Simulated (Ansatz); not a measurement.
Two isomers of C2H8BNSi: A = `CN1B[SiH]1C`, B = `CB1CN1[SiH3]`.

Calculated with Ansatz (gas phase, PBE0-D4/def2-TZVP geometries, no zero-point term in ΔE). CCSD(T)/CBS is the MP2 limit (def2-TZVPP, def2-QZVPP) plus CCSD(T) − MP2 in def2-TZVPP, frozen cores. DFT in def2-TZVPP. B3LYP here is the variant with VWN-RPA as its local correlation; programs differ in this.

Task: Which isomer does CCSD(T)/CBS put lower? Give the gap. (Best estimate.)

Result: Computed: B, by 2.2 kcal/mol.

Task: Give E(B) − E(A) in kcal/mol with CCSD/def2-TZVPP, HF/def2-TZVPP, B2PLYP, r2SCAN-D4, MP2/def2-TZVPP, CCSD(T)/def2-TZVPP, B3LYP. (Estimate.)

Result: Ansatz gave: CCSD/def2-TZVPP -3.5, HF/def2-TZVPP -8.9, B2PLYP -3.5, r2SCAN-D4 -1.9, MP2/def2-TZVPP -3.0, CCSD(T)/def2-TZVPP -2.4, B3LYP -3.7. None reverses the order clearly.

Largest T1 diagnostic: 0.013.

From PBE to PBE0 (25 % exact exchange), in def2-TZVPP and without D4, E(B) − E(A) moves by −1.2 kcal/mol. In def2-TZVPP, CCSD(T) changes the Hartree–Fock value by +6.5 kcal/mol (the triples alone add +1.0 kcal/mol) and MP2 by +5.9 kcal/mol.
